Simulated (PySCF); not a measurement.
Geometry:
```
atom   x (Å)   y (Å)   z (Å)
  B1   2.123  -0.801   0.393
  O2   1.183  -0.498  -0.522
  C3   0.471   0.702  -0.509
  F4   0.883   1.430  -1.582
  C5  -1.011   0.435  -0.619
  C6  -1.574  -0.342   0.557
  H7   2.677  -1.866   0.276
  H8   2.367  -0.020   1.289
  H9   0.727   1.273   0.404
 H10  -1.508   1.413  -0.720
 H11  -1.171  -0.106  -1.565
 H12  -1.427   0.196   1.507
 H13  -1.094  -1.328   0.650
 H14  -2.654  -0.508   0.436
```

Geometry: PBE0-D3(BJ)/def2-SVP; GIAO shifts from PySCF, gas phase, non-relativistic, averaged over equivalent atoms.

At LDA/pcSseg-1 (142 basis functions, 15 s wall time on 1 thread of an Arm Neoverse V1, shared host):
```json
{"atoms": "B1", "δ (ppm)": "52.5"}
{"atoms": "O2", "δ (ppm)": "318.3"}
{"atoms": "C3", "δ (ppm)": "130.3"}
{"atoms": "C5", "δ (ppm)": "31.9"}
{"atoms": "C6", "δ (ppm)": "7.6"}
{"atoms": "F4", "δ (ppm)": "-144.3"}
{"atoms": "H7/H8", "δ (ppm)": "5.57"}
{"atoms": "H9", "δ (ppm)": "5.45"}
{"atoms": "H11", "δ (ppm)": "1.87"}
{"atoms": "H10", "δ (ppm)": "1.73"}
{"atoms": "H12/H13/H14", "δ (ppm)": "0.80"}
```

Shifts are taken against calculated references (same method and geometry level): $^{11}$B (92.91 ppm) against BF3·OEt2; H2O for $^{17}$O (342.75 ppm); TMS for $^{13}$C (180.72 ppm) and $^{1}$H (30.83 ppm); $^{19}$F (139.25 ppm) against CFCl3.

Task: What do these become at B97-D/pcSseg-1?

Result: 
```tsv
atoms	δ at B97-D/pcSseg-1	change
B1	43.8	-8.7
O2	272.4	-45.9
C3	121.5	-8.8
C5	32.1	+0.2
C6	10.7	+3.1
F4	-138.2	+6.1
H7/H8	5.14	-0.43
H9	5.39	-0.06
H11	1.84	-0.03
H10	1.71	-0.02
H12/H13/H14	0.88	+0.08
```

Chemical shifts δ = σref − σ; BF3·OEt2 for $^{11}$B (98.21 ppm); $^{17}$O (330.37 ppm) vs H2O; $^{13}$C (179.17 ppm), $^{1}$H (31.41 ppm) against TMS; $^{19}$F (154.77 ppm) against CFCl3, all at this level.

The largest change is at O2 (oxygen bonded to C, B). Cost: 142 basis functions, 19 s wall time on 1 thread of an Arm Neoverse V1, shared host. The order of the carbon signals is the same at both levels.

Unscaled 19F shifts against computed CFCl3 carry errors that often reach 10 to 50 ppm. Unscaled 17O shifts of doubly bonded oxygen tend to come out too high, by tens of ppm or more. Experimental scales use liquid or dissolved standards, which lie at an offset from isolated H2O (liquid H2O: subtract about 36 ppm).
